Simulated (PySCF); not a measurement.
# Orbital energies, ionisation energy and electron affinity

Species: TiHF3 (singlet state).
Cartesian coordinates in Å at the PBE0-D3(BJ)/def2-SVP level; atoms count from 1:
```xyz
5
F3HTi angstrom
Ti     0.004    0.001   -0.049
H     -0.140   -0.009    1.613
F      1.697    0.018   -0.380
F     -0.795    1.432   -0.584
F     -0.766   -1.440   -0.600
```

Level: B3LYP/def2-SVPD (PySCF). Frontier orbitals with their largest atomic shares (Löwdin; up to four atoms above 4 %):

```json
{"orbital": "HOMO−3", "ε (eV)": "-12.50", "main atoms": "F4 37 %, F5 33 %, F3 26 %"}
{"orbital": "HOMO−2", "ε (eV)": "-12.50", "main atoms": "F3 38 %, F5 31 %, F4 27 %"}
{"orbital": "HOMO−1", "ε (eV)": "-12.28", "main atoms": "F3 33 %, F5 33 %, F4 33 %"}
{"orbital": "HOMO", "ε (eV)": "-9.58", "main atoms": "?"}
{"orbital": "LUMO", "ε (eV)": "-3.45", "main atoms": "Ti1 82 %, F5 7 %, F3 7 %"}
{"orbital": "LUMO+1", "ε (eV)": "-3.44", "main atoms": "Ti1 82 %, F4 8 %"}
{"orbital": "LUMO+2", "ε (eV)": "-2.26", "main atoms": "Ti1 69 %, H2 15 %, F3 6 %, F5 6 %"}
```

Q: What vertical ionisation energy does ΔSCF give, and how far is −ε(HOMO) from it?

A: ΔSCF: 12.42 eV (1198 kJ/mol; threshold wavelength 99.8 nm); ⟨S²⟩ of the doublet left behind is 0.750, against 0.75 for a pure doublet. −ε(HOMO) is 9.58 eV, 2.84 eV below it. In exact Kohn–Sham theory the two would be equal; B3LYP (global hybrid, 20 % exact exchange) falls short of its own ΔSCF value by 23 %.

Q: On which atoms does the HOMO lie?

A: H2 (hydrogen on titanium) 48 %, Ti1 (titanium bonded to 3 F and H) 45 %. The HOMO−1 lies 2.70 eV lower.

Q: And the vertical electron affinity, the fundamental gap, Mulliken's electronegativity and the hardness (with the factor ½)?

A: EA = 0.87 eV by ΔSCF (−ε(LUMO) = 3.45 eV). IE − EA = 11.55 eV against an orbital gap of 6.13 eV; (IE + EA)/2 = 6.64 eV; (IE − EA)/2 = 5.78 eV. Parr's electrophilicity index (IE + EA)²/[8(IE − EA)] is 1.91 eV.

Q: What total energies stand behind the ΔSCF value?

A: E(N) = -1149.49979 Eh and E(N − 1) = -1149.04332 Eh at the same geometry, 0.45647 Eh apart. With one more electron, E(N + 1) = -1149.53170 Eh.

Q: With α = 35.5 au, estimate the like-pair dispersion coefficient by London's formula C6 = (3/4)α²I.

A: I = 0.4565 Eh, so C6 ≈ 432 au, a rough estimate.

Geometry: PBE0-D3(BJ)/def2-SVP; no solvent, vibrations or thermal averaging.

The run behind these numbers computed excited states and ΔSCF ions as well. The run took 22 s of wall time on Arm Neoverse V1, one thread, no GPU, on a shared host.
